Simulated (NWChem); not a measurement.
C4H4OS; SMILES Oc1cccs1

```xyz
10

O     -0.1586    -2.1578     0.0000
C     -0.2258    -0.8166     0.0000
C     -1.3765    -0.0744     0.0000
C     -1.1082     1.3254     0.0000
C      0.2239     1.6278     0.0000
S      1.1899     0.1938     0.0000
H      0.7580    -2.4520     0.0000
H     -2.3670    -0.5285     0.0000
H     -1.8875     2.0892     0.0000
H      0.7059     2.6037     0.0000
```
Atoms are numbered in this order, from 1.

Program: NWChem. Pople sets run with spherical d functions. STO-3G and 3-21G are far too small for this property and stand as cheap habits. Coordinates come from a PBE0/def2-SVP optimisation. GIAO values for the isolated, static molecule; σ is the absolute isotropic shielding, δ = σ(reference) − σ with the isolated reference molecule computed at the same levels (13C: tetramethylsilane, 1H: tetramethylsilane, 17O: water).

```
level                                 δ O1 (ppm)  δ C3 (ppm)  δ C4 (ppm)  σ S6 (ppm)  δ H7 (ppm)  δ H8 (ppm)  δ H10 (ppm)  relative time
------------------------------------  ----------  ----------  ----------  ----------  ----------  ----------  -----------  -------------
LDA (Slater exchange, VWN5)/pcSseg-1       128.6       110.8       133.9       271.7        4.21        6.29         5.93             10
B3LYP/6-31G*                                89.0        95.9       117.6       365.4        3.52        5.81         5.66             20
Hartree-Fock/STO-3G                         46.9        99.4       119.2       609.8        2.53        5.76         6.46              1
KT2/pcSseg-1                               115.8        98.7       121.0       341.9        3.91        6.16         5.79             10
PBE0/pcSseg-1                              111.5       107.7       131.7       317.7        4.04        6.32         6.07             20
```

Times are rough ratios from one shared machine.
